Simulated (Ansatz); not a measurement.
The inner images of a band of AlCl$_{3}$FH$_{5}$NOTa (13 atoms, charge 0, multiplicity 1) are given out of order.

The calculation used Ansatz, RKS PBE/def2-SVP.

First end point:

```xyz
13
Properties=species:S:1:pos:R:3
Ta 0.171 0.033 0.300
F 1.923 0.687 0.565
Cl -0.449 0.430 2.535
Cl 0.495 -0.270 -2.011
N -0.941 1.600 -0.174
H -1.471 2.169 0.496
H -1.127 1.916 -1.133
Cl -1.734 -1.709 0.173
O 1.030 -1.890 0.774
Al -0.156 -3.341 0.730
H 0.107 -4.266 -0.541
H -0.460 -3.886 2.198
H 1.982 -1.950 0.983
```

Last end point:

```xyz
13
Properties=species:S:1:pos:R:3
Ta 0.170 0.030 0.292
F 1.920 0.685 0.563
Cl -0.459 0.413 2.526
Cl 0.497 -0.260 -2.020
N -0.940 1.602 -0.174
H -1.468 2.168 0.501
H -1.123 1.929 -1.130
Cl -1.730 -1.715 0.151
O 1.033 -1.891 0.761
Al -0.156 -3.339 0.742
H -0.466 -3.853 2.219
H 0.108 -4.291 -0.509
H 1.984 -1.954 0.973
```

Put them in order from the first end to the last, with their energies above the first end.
A.
```xyz
13
Properties=species:S:1:pos:R:3
Ta -0.031 0.021 0.224
F 1.806 0.443 0.493
Cl -0.449 0.408 2.518
Cl 0.228 -0.156 -2.110
N -0.888 1.768 -0.137
H -1.244 2.403 0.588
H -0.980 2.202 -1.063
Cl -1.873 -1.609 0.285
O 0.921 -1.975 0.487
Al 0.034 -3.519 0.858
H 0.874 -4.180 2.057
H -0.879 -4.408 -0.076
H 1.851 -1.875 0.772
```
B.
```xyz
13
Properties=species:S:1:pos:R:3
Ta -0.003 0.012 0.200
F 1.832 0.472 0.339
Cl -0.459 0.389 2.484
Cl 0.191 -0.151 -2.142
N -0.906 1.755 -0.086
H -1.247 2.375 0.657
H -1.017 2.206 -1.002
Cl -1.775 -1.745 0.024
O 0.918 -1.903 0.767
Al -0.009 -3.484 0.826
H 1.023 -4.542 0.192
H -1.072 -3.965 1.895
H 1.895 -1.897 0.740
```
C.
```xyz
13
Properties=species:S:1:pos:R:3
Ta -0.127 0.036 0.186
F 1.774 0.294 0.334
Cl -0.298 0.397 2.522
Cl 0.085 -0.147 -2.156
N -0.854 1.845 -0.086
H -1.142 2.476 0.670
H -1.003 2.283 -1.002
Cl -2.079 -1.331 0.221
O 0.795 -2.045 0.510
Al 0.235 -3.693 0.916
H 1.372 -4.461 1.725
H -1.132 -4.291 0.403
H 1.743 -1.842 0.653
```
D.
```xyz
13
Properties=species:S:1:pos:R:3
Ta -0.157 0.040 0.188
F 1.754 0.259 0.325
Cl -0.335 0.379 2.524
Cl 0.089 -0.126 -2.157
N -0.849 1.867 -0.062
H -1.129 2.494 0.700
H -0.973 2.320 -0.974
Cl -2.128 -1.282 0.137
O 0.752 -2.052 0.559
Al 0.285 -3.733 0.923
H 1.578 -4.639 1.119
H -1.229 -4.159 1.042
H 1.712 -1.845 0.573
```
E.
```xyz
13
Properties=species:S:1:pos:R:3
Ta 0.066 0.013 0.275
F 1.833 0.589 0.615
Cl -0.569 0.388 2.511
Cl 0.353 -0.206 -2.050
N -0.900 1.687 -0.172
H -1.341 2.310 0.515
H -0.983 2.086 -1.115
Cl -1.779 -1.766 0.278
O 1.014 -1.921 0.567
Al -0.097 -3.402 0.769
H 0.212 -3.938 2.245
H -0.374 -4.408 -0.431
H 1.936 -1.910 0.888
```
F.
```xyz
13
Properties=species:S:1:pos:R:3
Ta -0.105 0.033 0.195
F 1.781 0.347 0.348
Cl -0.407 0.409 2.508
Cl 0.173 -0.143 -2.146
N -0.885 1.822 -0.088
H -1.207 2.446 0.659
H -0.998 2.267 -1.006
Cl -1.991 -1.445 0.072
O 0.823 -1.991 0.679
Al 0.202 -3.657 0.903
H 1.379 -4.683 0.580
H -1.190 -4.020 1.549
H 1.794 -1.861 0.643
```
G.
```xyz
13
Properties=species:S:1:pos:R:3
Ta 0.088 0.001 0.216
F 1.873 0.587 0.412
Cl -0.521 0.326 2.470
Cl 0.296 -0.183 -2.117
N -0.916 1.682 -0.104
H -1.331 2.268 0.630
H -1.045 2.122 -1.023
Cl -1.711 -1.832 -0.005
O 0.996 -1.883 0.776
Al -0.110 -3.386 0.798
H 0.546 -4.434 -0.213
H -0.761 -3.833 2.178
H 1.966 -1.913 0.877
```

G (+2.0 kcal/mol), B (+10.2 kcal/mol), F (+16.5 kcal/mol), D (+17.2 kcal/mol), C (+16.9 kcal/mol), A (+13.0 kcal/mol), E (+3.2 kcal/mol).

Run time: 6.5 min on 4 threads of Arm Neoverse V2 (shared host), peak memory 0.31 GiB.
